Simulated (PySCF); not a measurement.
The dipole of `CCn1cc(OC)cn1` from its density and from atomic charges.

Coordinates (GFN2-xTB, Å) and charges (e) from the PBE0/pcSseg-1 density (PySCF):

```
atom       x       y       z  Mulliken      IAO  Hirshfeld  ESP-fitted
  C1  -3.018   0.637   0.025   -0.2820  -0.4261    -0.1189     -0.2477
  C2  -2.287  -0.696   0.170   +0.0091  -0.1493    -0.0078     +0.1998
  N3  -0.867  -0.506   0.287   -0.4375  +0.0504    +0.0448     +0.2474
  C4   0.015  -0.280  -0.712   +0.2250  -0.1649    -0.0513     -0.4450
  C5   1.247  -0.091  -0.113   +0.0016  +0.1156    +0.0229     +0.2261
  O6   2.410   0.156  -0.780   -0.4853  -0.3349    -0.1250     -0.2845
  C7   3.541   0.346   0.035   -0.0326  -0.2021    -0.0338     -0.1064
  C8   0.994  -0.218   1.263   +0.0933  -0.1461    -0.0628     +0.0227
  N9  -0.288  -0.465   1.475   -0.2321  -0.2555    -0.1516     -0.5080
 H10  -2.687   1.159  -0.870   +0.1162  +0.1440    +0.0407     +0.0675
 H11  -4.090   0.469  -0.044   +0.1170  +0.1461    +0.0475     +0.0609
 H12  -2.817   1.265   0.889   +0.1294  +0.1544    +0.0449     +0.0920
 H13  -2.615  -1.206   1.078   +0.1342  +0.1681    +0.0535     +0.0254
 H14  -2.489  -1.334  -0.695   +0.1208  +0.1465    +0.0504     +0.0056
 H15  -0.266  -0.277  -1.744   +0.0958  +0.1673    +0.0597     +0.2395
 H16   3.749  -0.539   0.645   +0.1060  +0.1315    +0.0417     +0.0718
 H17   3.416   1.212   0.694   +0.1053  +0.1318    +0.0414     +0.0759
 H18   4.374   0.523  -0.643   +0.1280  +0.1626    +0.0545     +0.1215
 H19   1.669  -0.146   2.092   +0.0880  +0.1605    +0.0495     +0.1354
```

**Question.** Form Σ q r in debye for every column and set it beside the full dipole.

**Answer.** The full density gives (-0.43, 0.21, -0.86) D, 0.99 D in size; dipole vectors point from the negative to the positive end.

```tsv
scheme	μx	μy	μz	size (D)	share of the full size (%)	angle to the full dipole (°)
Mulliken	-1.34	0.49	0.03	1.42	144	63
IAO	-1.03	0.04	-0.12	1.04	105	58
Hirshfeld	-0.80	0.00	-0.57	0.98	100	31
ESP-fitted	-0.43	0.23	-0.88	1.00	102	1
```

**Question.** Which set comes closest?

**Answer.** Length of the difference vector: ESP-fitted 0.02 D, Hirshfeld 0.52 D, IAO 0.98 D, Mulliken 1.31 D. Closest: ESP-fitted. ESP charges are fitted to the potential around the molecule, whose slowest-falling term is the dipole's. The schemes that divide the density aren't constrained to reproduce the dipole.

**Question.** What is left for the Hirshfeld atoms' own dipoles?

**Answer.** The shares of the density sum to the whole, so what Σ q r misses lies in dipoles about the nuclei. The atomic dipoles sum to (-0.43, 0.21, -0.86) − (-0.80, 0.00, -0.57) = (0.37, 0.21, -0.29) D, 0.52 D in size.

**Question.** With the origin at the mean of the coordinates, (-0.001, 0.000, 0.161) Å, which are the largest single terms, by size, of the IAO dipole along the direction of the full one?

**Answer.** C1 -3.20, H19 -1.88, H10 +1.60, H11 +1.44, H15 +1.38 D; all 19 atoms together +0.55 D. The single terms depend on the origin, their sum doesn't.

**Question.** Give the size of the full dipole in other units.

**Answer.** 0.99 D = 0.389 au = 0.206 e·Å = 3.30 × 10⁻³⁰ C·m.

The structure is a single GFN2-xTB conformer in the gas phase; no vibrational or solvent corrections.

Conformer computed: `[CH3:1][CH2:2][n:3]1[cH:4][c:5]([O:6][CH3:7])[cH:8][n:9]1`: C1–C2–N3–C4 -80°, C4–C5–O6–C7 179°.
